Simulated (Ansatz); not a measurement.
A nudged elastic band was laid between two geometries of a periodic cell of 17 atoms, Si16O (host Si, host structure diamond, interstitial O).

Method: DFT PBE, scalar-relativistic, plane waves, PAW (Ansatz 0.2.0). Settings: cutoff 420 eV, k mesh 2x2x2, gaussian smearing 0.05 eV, spin collinear.

```
movable images  : 3
climbing image  : yes
spring          : 2.0 to 10.0 eV/Å², energy-weighted
optimiser       : quadratic models (default)
start path      : straight line
force threshold : 0.05 eV/Å
iteration limit : 80
end points      : relaxed
```

First end point:

```xyz
17
Lattice="0.0000 5.4300 5.4300 5.4300 0.0000 5.4300 5.4300 5.4300 0.0000" Properties=species:S:1:pos:R:3
Si 0.304 -0.194 0.015
Si 1.376 1.354 1.363
Si 2.640 2.706 -0.103
Si 3.947 4.245 1.108
Si 2.706 0.002 2.693
Si 4.055 1.547 3.767
Si 5.355 2.954 2.445
Si 6.716 4.097 3.993
Si 0.078 2.689 2.786
Si 1.629 3.830 4.147
Si 2.695 5.412 2.722
Si 4.070 6.770 4.060
Si 2.965 2.539 5.554
Si 4.175 4.080 6.861
Si 5.442 5.447 5.432
Si 6.780 6.804 6.807
O 5.441 6.104 9.487
```

Last end point:

```xyz
17
Lattice="0.0000 5.4300 5.4300 5.4300 0.0000 5.4300 5.4300 5.4300 0.0000" Properties=species:S:1:pos:R:3
Si 0.075 0.008 -0.099
Si 1.339 1.361 1.367
Si 2.412 2.908 0.020
Si 4.197 3.899 1.113
Si 2.635 0.025 2.791
Si 4.074 1.375 4.065
Si 5.449 2.733 2.727
Si 6.516 4.315 4.152
Si 0.008 2.712 2.697
Si 1.428 4.047 3.998
Si 2.788 5.189 2.449
Si 4.089 6.596 3.771
Si 2.701 2.697 5.437
Si 3.968 4.064 6.866
Si 5.178 5.605 5.560
Si 6.793 6.770 6.813
O 8.134 7.471 9.491
```

Question: What changes between the two ends?

Answer: Contacts lost: Si1–O17, Si6–O17. Contacts made: Si3–O17, Si12–O17. The atom that moves furthest is O17, by 3.02 Å.

Question: Give the energies along the band, and the barrier.

Answer: It converged. The highest image is number 2 of 0 to 4, 2.38 eV above the ends, which have the same energy within 2 meV. Neighbouring images differ by up to 1.5 eV, so the band resolves the path poorly. By the program's own check the climbing image is of a kind that is not told: the force calls were inconclusive, a negative curvature could not be distinguished from the path's own, the only one lies far off the path, or fixed occupations may fill a level only in part (lowest curvatures found: -0.56 and 0.98 eV/Å²). Limits of this set-up: coarse k mesh.

| image | path coordinate (Å) | energy (eV) | Si1–O17 (Å) | Si6–O17 (Å) | Si3–O17 (Å) |
| --- | --- | --- | --- | --- | --- |
| 0 | 0.00 | 0.00 | 1.66 | 1.66 | 3.56 |
| 1 | 1.18 | 1.49 | 1.70 | 1.96 | 2.45 |
| 2 | 2.01 | 2.38 | 1.76 | 2.78 | 1.76 |
| 3 | 2.85 | 1.50 | 2.45 | 3.39 | 1.70 |
| 4 | 4.03 | 0.00 | 3.56 | 4.11 | 1.66 |

Question: What is the geometry of the highest image?

Answer: 
```xyz
17
Lattice="0.0000 5.4300 5.4300 5.4300 0.0000 5.4300 5.4300 5.4300 0.0000" Properties=species:S:1:pos:R:3
Si 0.247 0.242 -0.198
Si 1.358 1.356 1.605
Si 2.467 2.473 -0.197
Si 4.073 4.072 1.124
Si 2.757 -0.046 2.742
Si 4.041 1.391 4.002
Si 5.380 2.763 2.595
Si 6.747 4.104 4.004
Si -0.041 2.757 2.743
Si 1.398 4.041 4.005
Si 2.764 5.381 2.594
Si 4.102 6.752 4.004
Si 2.702 2.696 5.394
Si 4.073 4.071 6.723
Si 5.443 5.447 5.394
Si 6.787 6.787 6.765
O 6.782 6.793 9.875
```

Time of the run: 11 min on 2 threads of Arm Neoverse V2, on a shared host, peak memory 1.4 GiB.
